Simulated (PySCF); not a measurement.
**Exercise with solution: oscillator strength and radiative lifetime**

B(Cl)(Et)(OH) (C2H6BClO), SMILES CCB(O)Cl.

The structure is a stationary point at PBE0-D3(BJ)/def2-SVP. This is a generated structure with no PubChem entry under its InChIKey; it may be hypothetical. The values are those of a single conformer.

TDDFT-ωB97X/def2-SVPD (PySCF) puts the first singlet state with f over 0.02 at 8.56 eV (vertical), with the transition dipole (0.413, 0.066, -0.507) in atomic units.

Problem. Find the oscillator strength, the wavelength and the radiative lifetime that this transition would have in vacuum if emission retraced absorption.

Solution. 
|μ|² = 0.4320 au, so |μ| = 1.67 D. ΔE = 8.56/27.211 = 0.3146 hartree. f = (2/3) ΔE |μ|² = 0.091 (the program prints 0.091).
λ = 1239.84/8.56 = 145 nm; ν = 69041 cm⁻¹.
Einstein's coefficient A = 0.6670 ν² f s⁻¹ (ν in cm⁻¹) = 2.9e8 s⁻¹, so τ = 1/A = 3.5 ns. This state is S3; the lower singlets have f = 0.002, 0.001. The figure is the radiative limit of this one transition; relaxation, internal conversion, crossing to triplets and a medium change what is measured.
